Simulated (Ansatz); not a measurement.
Sr6S5⁺. Total charge 1; doublet. Geometry PBE-D4/def2-SVP, that of the neutral singlet; atoms count from 1.

```csv
atom,x (Å),y (Å),z (Å)
Sr1,-2.889,1.249,-2.500
Sr2,1.001,0.312,-1.548
Sr3,2.341,-0.625,2.144
Sr4,0.540,2.727,1.655
Sr5,-0.312,-3.595,-1.775
Sr6,-1.502,-0.675,0.895
S7,-0.054,0.427,3.124
S8,-1.194,1.984,-0.417
S9,2.730,1.526,0.405
S10,1.009,-2.116,0.179
S11,-1.671,-1.214,-2.163
```

In the def2 sets Sr takes a core potential; there is no spin–orbit coupling. The structure comes from a short search, and lower isomers may exist.

Question: Estimate the Mulliken populations from the PBE0/def2-TZVP orbitals of Ansatz.

Answer: 
```json
{"atom": "Sr1", "charge (e)": "0.90", "spin (α − β)": "0.50"}
{"atom": "Sr2", "charge (e)": "1.07", "spin (α − β)": "0.04"}
{"atom": "Sr3", "charge (e)": "1.14", "spin (α − β)": "-0.02"}
{"atom": "Sr4", "charge (e)": "1.14", "spin (α − β)": "-0.02"}
{"atom": "Sr5", "charge (e)": "0.90", "spin (α − β)": "0.50"}
{"atom": "Sr6", "charge (e)": "1.08", "spin (α − β)": "0.04"}
{"atom": "S7", "charge (e)": "-0.98", "spin (α − β)": "0.00"}
{"atom": "S8", "charge (e)": "-1.11", "spin (α − β)": "-0.01"}
{"atom": "S9", "charge (e)": "-0.98", "spin (α − β)": "0.00"}
{"atom": "S10", "charge (e)": "-1.11", "spin (α − β)": "-0.01"}
{"atom": "S11", "charge (e)": "-1.04", "spin (α − β)": "-0.04"}
```
Mulliken values and Mayer orders depend strongly on the basis.

Question: Where does the spin sit?

Answer: Summed by element: Sr 1.05, S -0.05, of 1 unpaired in all. Largest on single atoms: Sr1 0.50, Sr5 0.50, Sr2 0.04.

Question: And the Mayer bond orders between bonded heavy atoms (over 0.3)?

Answer: Sr1–S8 0.52 (2.78 Å); Sr1–S11 0.50 (2.77 Å); Sr2–S8 0.36 (2.98 Å); Sr2–S9 0.60 (2.88 Å); Sr2–S10 0.36 (2.98 Å); Sr3–S7 0.60 (2.79 Å); Sr3–S9 0.60 (2.79 Å); Sr3–S10 0.32 (2.80 Å); Sr4–S7 0.60 (2.79 Å); Sr4–S8 0.32 (2.80 Å); Sr4–S9 0.60 (2.79 Å); Sr5–S10 0.52 (2.78 Å); Sr5–S11 0.50 (2.77 Å); Sr6–S7 0.60 (2.88 Å); Sr6–S8 0.35 (2.98 Å); Sr6–S10 0.35 (2.98 Å). Values over 0.3 also appear between atoms too far apart for a bond (Sr1–Sr5 0.49 at 5.53 Å); they arise where an orbital or an unpaired electron spreads over both atoms.
